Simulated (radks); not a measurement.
Values are calculated unless marked as measured or tabulated.
Problem. Excited configurations of Fe I: one electron is placed in a higher orbital outside [Ar] 3d6 4s1. The ground configuration is [Ar] 3d6 4s2. Code: a radial shooting solver on a logarithmic mesh with Libxc functionals. Model: non-relativistic Kohn-Sham, BLYP, spin-polarised, spherical densities, point nucleus; open shells are filled with parallel spins first. Excitation = E - E(ground); binding = E(ion) - E, where the ion is the core of charge +1; n* = 1/sqrt(2 binding) in atomic units, and the quantum defect is n - n*.

outer orbital  excitation (eV)  binding (eV)     n*  quantum defect  eigenvalue (eV)  <r> (bohr)
4d                       6.331         1.613  2.904           1.096           -0.621       9.518
7f                       7.538         0.407  5.784           1.216           -0.275       62.07

Estimate the row for 5s.

Solution. excitation (eV) 5.362; binding (eV) 2.582; n* 2.296; quantum defect 2.704; eigenvalue (eV) -1.476; <r> (bohr) 8.140. The Delta-SCF ionisation energy is 7.944 eV (NIST Atomic Spectra Database: 7.902 eV, measured). Self-interaction in the functional shifts the binding energies and quantum defects, so they are the method's values and not measured ones. Open shells are spherical and high-spin; term and fine-structure splittings are not resolved.
